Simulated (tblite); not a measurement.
C₆H₁₄OP₂.
Numbering: `[CH2:1]=[C:2]([CH3:3])[P@:4](=[O:5])([CH2:6][CH3:7])[CH2:8][PH2:9]` (hydrogens: H10, H11 on C1; H12, H13, H14 on C3; H15, H16 on C6; H17, H18, H19 on C7; H20, H21 on C8; H22, H23 on P9)

Structure used (GFN2-xTB), in Å, numbered top down from 1:
```
atom  x, y, z in Å
C1     2.4051   -0.3803   -1.0065
C2     1.5238   -0.0616   -0.0705
C3     1.8702    0.5324    1.2560
P4    -0.2266   -0.3929   -0.4747
O5    -0.4485   -0.8302   -1.8556
C6    -1.1728    1.1190   -0.0205
C7    -0.8053    2.2358   -0.9842
C8    -0.7453   -1.6702    0.7568
P9    -2.5881   -1.8848    0.6046
H10    2.0676   -0.7887   -1.9449
H11    3.4677   -0.2426   -0.8813
H12    1.5787    1.5820    1.2885
H13    1.3496    0.0190    2.0623
H14    2.9419    0.4681    1.4326
H15   -0.9889    1.3987    1.0169
H16   -2.2297    0.8538   -0.1269
H17   -0.9493    1.8939   -2.0075
H18    0.2407    2.5176   -0.8688
H19   -1.4244    3.1155   -0.8182
H20   -0.5035   -1.3656    1.7761
H21   -0.2114   -2.5923    0.5129
H22   -2.5462   -2.3060   -0.7205
H23   -2.6100   -3.1935    1.0833
```

Calculated harmonic vibrations of the isolated species, GFN2-xTB (tblite), most abundant isotopes, no scaling. Against measured fundamentals such values can be off by several per cent, at times by over 20. Modes of hydrogen on phosphorus can be 10 to 20 % off. One conformer, not necessarily the lowest.

Harmonic wavenumbers (cm⁻¹): 33.1, 45.1, 75.1, 90.0, 107.5, 133.4, 154.1, 177.8, 179.8, 208.0, 263.7, 295.6, 325.5, 355.3, 410.5, 448.2, 598.4, 661.6, 677.8, 706.3, 733.1, 750.1, 761.0, 848.6, 890.8, 915.1, 946.2, 966.4, 998.8, 1005.7, 1026.3, 1036.6, 1073.5, 1113.3, 1131.9, 1207.4, 1211.1, 1246.7, 1272.6, 1381.9, 1384.2, 1402.4, 1406.1, 1429.5, 1474.2, 1478.9, 1487.0, 1495.8, 1689.4, 2288.4, 2352.5, 2928.3, 2934.2, 2962.1, 2979.6, 3000.7, 3013.9, 3021.2, 3023.1, 3032.1, 3033.9, 3083.3, 3119.0.

A = 1529, B = 816.0, C = 721.3 MHz; mass 164.052 u (most abundant isotopes); point group C1, symmetry number 1.

**Question.** What is the zero-point energy?

**Answer.** ½Σν̃ = 40242 cm⁻¹ = 115.06 kcal/mol.

**Question.** Give the ideal-gas entropy at 200 K and 1 bar in the rigid-rotor, harmonic-oscillator model (classical rotation).

**Answer.** Translation 39.24, rotation 29.07, vibration 31.01: S = 99.3 cal/(mol K).

**Question.** And Cp and H(200 K) − H(0)?

**Answer.** Cp = 37.22 cal/(mol K), of which vibrations give 29.27 (their classical limit is 63 R = 125.2); H(200 K) − H(0) = 4.82 kcal/mol without the zero-point energy, 3.23 from vibrations.

**Question.** Blend soft modes into free rotors: weight 1/[1 + (100 cm⁻¹/ν̃)⁴] for the oscillator and the rest for a rotor with moment μB/(μ + B), μ = h/(8π²ν), B = 10⁻⁴⁴ kg m². What vibrational entropy results?

**Answer.** 28.29 cal/(mol K) in place of 31.01, which changes −T·S at 200 K by +0.55 kcal/mol.

**Question.** Which modes carry the vibrational entropy at 200 K?

**Answer.** 33.1 cm⁻¹: 4.84; 45.1 cm⁻¹: 4.23; 75.1 cm⁻¹: 3.23; 90.0 cm⁻¹: 2.89; 107.5 cm⁻¹: 2.55; 133.4 cm⁻¹: 2.14 cal/(mol K); the other 57 give 11.13 together.

**Question.** How do the functions run with temperature in this model?

**Answer.** 
| T (K) | S (cal/(mol K)) | Cp (cal/(mol K)) | H − H(0) (kcal/mol) | G − H(0) (kcal/mol) | ln q(vib) |
| --- | --- | --- | --- | --- | --- |
| 100 | 77.9 | 25.5 | 1.67 | -6.13 | 3.23 |
| 300 | 116.6 | 49.0 | 9.12 | -25.86 | 11.38 |
| 500 | 146.8 | 70.1 | 21.14 | -52.28 | 18.58 |
| 800 | 184.7 | 90.9 | 45.56 | -102.21 | 28.38 |
| 1000 | 206.0 | 100.2 | 64.72 | -141.33 | 34.31 |

q(vib) and H(0) count from the zero-point level.

Hindered rotation and anharmonicity are outside this model. Other conformers, if any are populated, would add a mixing term that is left out. The structure is chiral; the term R ln 2 for an equal mix with its mirror image is left out.
